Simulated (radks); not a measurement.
W3+, 71 electrons, occupied as [Xe] 4f14 5d3.

Method: Dirac Kohn-Sham, Slater X-alpha with alpha = 0.844, spin-unpolarised, spherical densities, finite nucleus; open shells fill j = l - 1/2 first; Fermi nuclear charge, rms radius 5.3658 fm; computed with a radial shooting solver on a logarithmic mesh with Libxc functionals.

Energy parts (eV):
| part | energy |
|---|---|
| total | -441545.11 |
| kinetic | 497289.45 |
| electron-nucleus | -1099469.67 |
| Hartree | 171271.70 |
| exchange | -10636.59 |

Orbitals (lengths in bohr, moments of r in powers of bohr):
orbital,occ.,eigenvalue (eV),<r^4>,<1/r>
1s1/2,2,-69541.25,5.810e-07,87.06
2s1/2,2,-12049.51,0.00008664,21.21
2p1/2,2,-11540.05,0.00005202,21.20
2p3/2,4,-10179.81,0.00007582,17.80
3s1/2,2,-2805.012,0.003193,7.794
3p1/2,2,-2575.215,0.002808,7.717
3p3/2,4,-2280.359,0.003712,6.836
3d3/2,4,-1889.472,0.002510,6.735
3d5/2,6,-1825.074,0.002733,6.527
4s1/2,2,-605.2111,0.07483,3.280
4p1/2,2,-509.1884,0.08141,3.173
4p3/2,4,-440.5539,0.1077,2.866
4d3/2,4,-281.6452,0.1374,2.655
4d5/2,6,-268.9217,0.1501,2.581
4f5/2,6,-68.8967,0.4340,2.132
4f7/2,8,-66.5644,0.4647,2.102
5s1/2,2,-110.8082,2.293,1.280
5p1/2,2,-81.8110,3.439,1.156
5p3/2,4,-71.4520,4.740,1.049
5d3/2,3,-33.2599,17.73,0.7650
5d5/2,0,-32.2256,19.55,0.7436

The highest occupied level is 5d3/2 at -33.260 eV. Summed over all electrons, <r^2> = 34.41 bohr^2, which gives a Langevin (diamagnetic) susceptibility term of -27.2 x 10^-6 cm^3/mol.
